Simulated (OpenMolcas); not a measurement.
**Ag III: effect of the IPEA shift**

| Item | Value |
| --- | --- |
| Program | OpenMolcas 26.06 |
| Basis | ANO-RCC-VTZP [7s6p4d2f1g] |
| Scalar Hamiltonian | DKH2, point nucleus |
| Active space | 9 electrons in 6 orbitals (4d 5s) |
| State averaging | 2S+1 = 2 even, 29 roots; 2S+1 = 4 even, 10 roots kept (CI in the orbitals of an earlier block) |
| Spin-orbit coupling | RASSI with atomic mean-field integrals over the reference wave functions, term energies averaged over their components |

Methods on the same reference wave functions:
A. CASSCF
B. MS-CASPT2, IPEA 0 Eh, imaginary shift 0.1 Eh (closed shells correlated: 4s 4p)
C. MS-CASPT2, IPEA 0.25 Eh, imaginary shift 0.1 Eh (closed shells correlated: 4s 4p)

Energies in cm⁻¹ above 4d⁹ ²D_5/2, the measured ground level; measured values from Moore, Atomic Energy Levels, vol. III, NSRDS-NBS 35 (1971 reprint of NBS Circular 467, 1958).

| Level | A | B | C | Measured |
| --- | --- | --- | --- | --- |
| 4d⁹ ²D_5/2 | 0.0 | 0.0 | 0.0 | 0.0 |
| 4d⁹ ²D_3/2 | 4626 | 4630 | 4630 | 4607 |
| 4d⁸ 5s ⁴F_9/2 | 55412 | 60870 | 61950 | 63250 |
| 4d⁸ 5s ⁴F_7/2 | 57855 | 63180 | 64280 | 65764 |
| 4d⁸ 5s ⁴F_5/2 | 60081 | 65460 | 66550 | 68145 |
| 4d⁸ 5s ⁴F_3/2 | 61383 | 66610 | 67720 | 69351 |
| 4d⁸ 5s ²F_7/2 | 64671 | 68520 | 69850 | 71691 |
| 4d⁸ 5s ²F_5/2 [56 %] | 67851 | 70960 | 72350 | 73934 |
| 4d⁸ 5s ⁴P_5/2 [61 %] | 71497 | 73520 | 75040 | 76406 |
| 4d⁸ 5s ⁴P_1/2 | 75272 | 76650 | 78290 |  |
| 4d⁸ 5s ²D_5/2 [66 %] | 77019 | 78980 | 80350 | 82231 |
| 4d⁸ 5s ²P_3/2 | 81637 | 81900 | 83500 |  |
| 4d⁸ 5s ²G_9/2 | 81671 | 83580 | 84740 | 85599 |
| 4d⁸ 5s ²G_7/2 | 81715 | 83620 | 84790 | 85727 |
| 4d⁸ 5s ²P_1/2 | 82618 | 82580 | 84240 |  |

Deviations, from unrounded energies. A percentage is the sum of absolute deviations over the sum of measured energies, with the sign that they share, or ± where signs differ.

```
                  Against measurement  Levels     A     B     C
       mean absolute deviation (cm-1)      11  5700  2400  1300
fine structure of the ground term (%)       1  +0.4  +0.5  +0.5
             other configurations (%)      10  -8.5  -3.6  -2.0
```

C lies closest to measurement on these levels and A furthest from it. The largest miss of C in the table is 4d⁸ 5s ²D_5/2 [66 %], by -1900 cm-1. The ranking rests on the paired levels alone, and a cruder setting can come out closer through cancelling errors.

Between B and C the level of the table that moves most is 4d⁸ 5s ²P_1/2, by 1700 cm-1 (lowest in B, highest in C). Moves below CASPT2's spread within the term are not significant.

The lowest spin-free term lies below A's lowest term by 0.520 hartree in B, 0.517 hartree in C.

Term energies are means over components that CASPT2 splits; among the terms shown or strongly mixed into the levels shown the widest spread is 1100 cm-1 (4d⁸ 5s ²G, B). Terms from blocks run as CI alone lack orbitals of their own. A single d shell beside an s shell can misplace configurations of different d count against each other. Without dynamic correlation excited terms often stand tens of per cent too high (terms of higher spin than the ground term too low), and those without a measured partner can miss by more than the paired ones (holds for A). Some levels mix across a computed gap that differs much from the measured one, so their mixing is not that of the real levels (holds for A). Computed and measured levels are paired by configuration, term and J; levels that our copy of the source lacks, or whose pairing is in doubt (as where it misses far off the trend of its configuration), stay unpaired and out of the deviations. Levels of configurations outside the active space are missing. Levels that lie high or do not pair safely by name in every column are left out.

A share in square brackets marks a mixed level and gives the weight of the term that names it, the lowest over the columns.
